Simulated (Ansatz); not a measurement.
Born–Oppenheimer molecular dynamics of C2H5BF2OSi (12 atoms, charge 0, multiplicity 1). It goes on from the last frame of an earlier run, with new velocities.

These are results of Ansatz, RKS PBE-D4/STO-3G, not measurements.

* ensemble: NVT, Nosé–Hoover chain
* time step: 0.5 fs
* steps asked: 266
* set temperature: 300 K
* thermostat: time constant 100 fs, chain length 1
* seed: 864079

First frame:

```xyz
12
Properties=species:S:1:pos:R:3
F -0.342 -2.599 -0.918
C -0.403 -1.313 -0.389
F 1.040 -1.644 1.465
B -0.174 -0.942 1.219
Si -0.063 1.081 0.984
C -0.228 0.984 -0.902
O -0.039 -0.419 -1.415
H -1.163 -1.224 1.862
H -1.196 1.954 1.297
H 1.049 1.958 1.314
H 0.512 1.539 -1.577
H -1.255 1.332 -1.296
```

How far do the bonds stretch over the last three quarters of this one trajectory? (Pairs bonded in most of those frames.)


| bond | mean (Å) | spread (Å) | shortest | longest |
| --- | --- | --- | --- | --- |
| F1–C2 | 1.360 | 0.033 | 1.30 | 1.42 |
| C2–B4 | 1.658 | 0.044 | 1.60 | 1.78 |
| C2–O7 | 1.390 | 0.026 | 1.33 | 1.45 |
| F3–B4 | 1.424 | 0.034 | 1.37 | 1.48 |
| B4–Si5 | 2.016 | 0.037 | 1.95 | 2.09 |
| B4–H8 | 1.191 | 0.014 | 1.17 | 1.21 |
| Si5–C6 | 1.925 | 0.027 | 1.87 | 1.97 |
| Si5–H9 | 1.461 | 0.013 | 1.44 | 1.49 |
| Si5–H10 | 1.461 | 0.013 | 1.44 | 1.48 |
| C6–O7 | 1.534 | 0.025 | 1.49 | 1.59 |
| C6–H11 | 1.115 | 0.014 | 1.08 | 1.15 |
| C6–H12 | 1.119 | 0.039 | 1.06 | 1.18 |

Mean temperature of the second half: 278 K. The conserved energy stayed within 0.093 meV per atom of its start (net change 0.024 meV per atom), so the integration is sound. A run of 0.13 ps of so small a system gives no equilibrium averages. Limits of this set-up: minimal basis.

Time of the run: 6.9 min on 1 CPU thread of a shared host.
